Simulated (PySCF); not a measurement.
Parent: `[CH3:1][O:2][CH2:3][SiH2:4][SH:5]` with C1–O2–C3–Si4 178°, O2–C3–Si4–S5 -53°, C3–Si4–S5–H 37°, C2H8OSSi.

Computed, not measured: PBE0-D3(BJ)/def2-SVP geometry optimisation, gas phase in PySCF 2.14.0. One conformer each, not checked by frequencies here.

```json
{"coordinate of the parent": "C1–O2", "value": "1.396 Å"}
{"coordinate of the parent": "O2–C3", "value": "1.403 Å"}
{"coordinate of the parent": "C3–Si4", "value": "1.896 Å"}
{"coordinate of the parent": "Si4–S5", "value": "2.143 Å"}
{"coordinate of the parent": "C1–O2–C3", "value": "113.8°"}
{"coordinate of the parent": "O2–C3–Si4", "value": "107.0°"}
{"coordinate of the parent": "C3–Si4–S5", "value": "106.3°"}
```

Task: How does the shared frame change in `[CH3:1][O:2][CH2:3][SiH2:4][S:5][CH3:6]` with C1–O2–C3–Si4 -88°, O2–C3–Si4–S5 176°, C3–Si4–S5–C6 178°, C3H10OSSi? Atoms pair as C1 = C1, O2 = O2, C3 = C3, Si4 = Si4, S5 = S5 (parent first).

Result: 
| parent | relative | value in the relative | change |
| --- | --- | --- | --- |
| C1–O2 | C1–O2 | 1.395 Å | -0.001 |
| O2–C3 | O2–C3 | 1.407 Å | +0.004 |
| C3–Si4 | C3–Si4 | 1.904 Å | +0.008 |
| Si4–S5 | Si4–S5 | 2.143 Å | 0.000 |
| C1–O2–C3 | C1–O2–C3 | 114.0° | +0.2 |
| O2–C3–Si4 | O2–C3–Si4 | 111.3° | +4.3 |
| C3–Si4–S5 | C3–Si4–S5 | 106.9° | +0.6 |

Of the parent's bonds, C3–Si4 changes most (+0.008 Å). Bonds of the relative outside the shared frame: S5–C6 1.822 Å. Point group C1 → C1.
